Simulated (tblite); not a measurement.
Species: C4H11NO2Si.
Z-matrix (Å and degrees, GFN2-xTB geometry), rows numbered from 1:
```
C 
C   1  1.5400
O   2  1.3994  1  111.54
C   2  1.5105  1  107.57  3   122.54
C   4  1.5184  2  117.45  1    71.43
O   5  1.4063  4  111.64  2  -108.43
N   4  1.2548  2  118.29  1  -104.33
Si  7  1.7162  4  137.31  2   177.72
H   1  1.0877  2  109.47  3   -59.52
H   1  1.0863  2  109.15  3    59.46
H   1  1.0858  2  110.76  3  -179.81
H   2  1.0976  1  109.26  3  -118.40
H   3  0.9698  2  106.59  1    94.28
H   5  1.0911  4  111.14  2     9.89
H   5  1.1009  4  108.07  2   129.53
H   6  0.9646  5  108.83  4   -55.53
H   8  1.4729  7  117.84  4     7.42
H   8  1.4579  7  102.74  4   128.62
H   8  1.4624  7  102.92  4  -112.41
```

Computed with GFN2-xTB (tblite): harmonic, unscaled wavenumbers at the GFN2-xTB geometry, gas phase. Against measured fundamentals such values can be off by several per cent, at times by over 20. Modes of hydrogen on silicon can be 10 to 20 % off. One conformer, not necessarily the lowest.

Harmonic wavenumbers (cm⁻¹): 42.9, 68.0, 96.2, 123.3, 134.6, 187.1, 226.0, 234.2, 278.3, 331.1, 338.3, 384.0, 433.8, 549.8, 591.0, 613.0, 639.7, 747.5, 755.3, 810.5, 820.2, 883.4, 943.9, 982.4, 1037.9, 1052.9, 1082.6, 1095.3, 1133.0, 1172.9, 1207.9, 1265.2, 1275.8, 1335.1, 1347.7, 1388.1, 1457.6, 1472.8, 1488.0, 1752.5, 2168.3, 2269.7, 2308.3, 2865.9, 2904.7, 2997.3, 3039.3, 3051.2, 3055.3, 3424.0, 3524.4.

A = 2071, B = 1247, C = 879.1 MHz; mass 133.056 u (most abundant isotopes); point group C1, symmetry number 1.

Problem. Zero-point energy?

Solution. ½Σν̃ = 31694 cm⁻¹ = 90.62 kcal/mol.

Problem. What is S at 298.15 K and 1 bar for an ideal gas of classical rigid rotors and harmonic oscillators?

Solution. Translation 40.60, rotation 29.34, vibration 34.37: S = 104.3 cal/(mol K).

Problem. And Cp and H(298.15 K) − H(0)?

Solution. Cp = 42.10 cal/(mol K), of which vibrations give 34.15 (their classical limit is 51 R = 101.3); H(298.15 K) − H(0) = 7.73 kcal/mol without the zero-point energy, 5.36 from vibrations.

Problem. Blend soft modes into free rotors: weight 1/[1 + (100 cm⁻¹/ν̃)⁴] for the oscillator and the rest for a rotor with moment μB/(μ + B), μ = h/(8π²ν), B = 10⁻⁴⁴ kg m². What vibrational entropy results?

Solution. 31.68 cal/(mol K) in place of 34.37, which changes −T·S at 298.15 K by +0.80 kcal/mol.

Problem. How do the functions run with temperature in this model?

Solution. 
```tsv
T (K)	S (cal/(mol K))	Cp (cal/(mol K))	H − H(0) (kcal/mol)	G − H(0) (kcal/mol)	ln q(vib)
150	81.2	26.8	2.61	-9.56	3.64
250	97.3	37.2	5.82	-18.52	6.78
400	118.1	51.7	12.52	-34.71	11.29
600	142.0	66.4	24.43	-60.77	16.98
900	171.8	80.4	46.62	-108.00	24.78
```

q(vib) and H(0) count from the zero-point level.

Problem. What must be added to the electronic energy to get the Gibbs energy at 298.15 K and 1 bar?

Solution. ZPE + [H(298.15 K) − H(0)] − T·S = 90.62 + 7.73 − 31.10 = 67.25 kcal/mol.

Problem. Which modes carry the vibrational entropy at 298.15 K?

Solution. 42.9 cm⁻¹: 5.12; 68.0 cm⁻¹: 4.21; 96.2 cm⁻¹: 3.53; 123.3 cm⁻¹: 3.05; 134.6 cm⁻¹: 2.88; 187.1 cm⁻¹: 2.26 cal/(mol K); the other 45 give 13.33 together.

Hindered rotation and anharmonicity are outside this model. Other conformers, if any are populated, would add a mixing term that is left out. The structure is chiral; the term R ln 2 for an equal mix with its mirror image is left out.
